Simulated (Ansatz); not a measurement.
Calculated with Ansatz (gas phase, PBE0-D4/def2-TZVP geometries, no zero-point term in ΔE). CBS: MP2 limit from def2 TZ/QZ plus the TZ coupled-cluster correction, frozen cores. This one scheme is used for every species. Functionals use def2-TZVPP. B3LYP here is the variant with VWN-RPA as its local correlation; programs differ in this. Elements past krypton have def2 core potentials. For In outer-core shells are correlated without core-valence functions, which leaves a few kJ/mol of doubt a bond. One conformer a species, not always the lowest.

`[NH2][In]([NH2])[O][SiH3]` + `N[SiH](O)O` → `O[SiH](O)N[SiH3]` + `[NH2][In]([NH2])[OH]`  (ligand exchange at the Si–O bond)

Q: Is it downhill or uphill in electronic energy at CCSD(T)/CBS, and by how much? (Estimate.)

A: Ansatz gave: Uphill: ΔE = +53.1 kJ/mol.

Q: What do these levels give: PBE-D4, r2SCAN-D4, B3LYP-D4, ωB97X-V, B2PLYP, PBE0, B3LYP, HF/def2-TZVPP, SCS-MP2/def2-TZVPP, CCSD/def2-TZVPP, MP2/def2-QZVPP, MP2/CBS(def2)? (An estimate is asked.)

A: Ansatz gave: PBE-D4 44.3, r2SCAN-D4 51.4, B3LYP-D4 51.1, ωB97X-V 51.8, B2PLYP 54.3, PBE0 49.6, B3LYP 53.8, HF/def2-TZVPP 64.9, SCS-MP2/def2-TZVPP 55.0, CCSD/def2-TZVPP 55.0, MP2/def2-QZVPP 53.1, MP2/CBS(def2) 52.6 kJ/mol.

Largest T1 diagnostic among the species: 0.015.

From PBE to PBE0 (25 % exact exchange), in def2-TZVPP and without D4, ΔE moves by +3.6 kJ/mol. In def2-TZVPP, CCSD(T) changes the Hartree–Fock value by −11.4 kJ/mol (the triples alone add −1.5 kJ/mol) and MP2 by −11.9 kJ/mol.
